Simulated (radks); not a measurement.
Spherical jellium clusters: N electrons in a uniform positive sphere of charge N and radius rs N^(1/3), rs = 2.38 bohr. Calculated with a radial shooting solver with Libxc functionals: non-relativistic Kohn-Sham, PBEsol, spin-polarised, spherical densities. Levels are named by radial order and angular momentum (1s, 1p, 1d, 2s, ...), and open shells are averaged over m.

N = 10, configuration 1s2 1p6 1d(up 2, down 0). This is the lowest configuration that the search found. Occupied and some empty levels:

level    occupation  eigenvalue (eV)  <r> (bohr)
1s up             1          -8.9132       3.393
1s down           1          -8.6912       3.281
1p up             3          -5.8658       4.306
1p down           3          -5.4417       4.227
1d up             2          -2.5538       5.290
2s up             0          -2.1851       5.674
1d down           0          -2.0208       5.291
2s down           0          -1.8233       5.726

Energy (eV): total -8.27239, kinetic 41.546, external -601.38, Hartree 285.91, exchange-correlation -52.768, background 318.41.
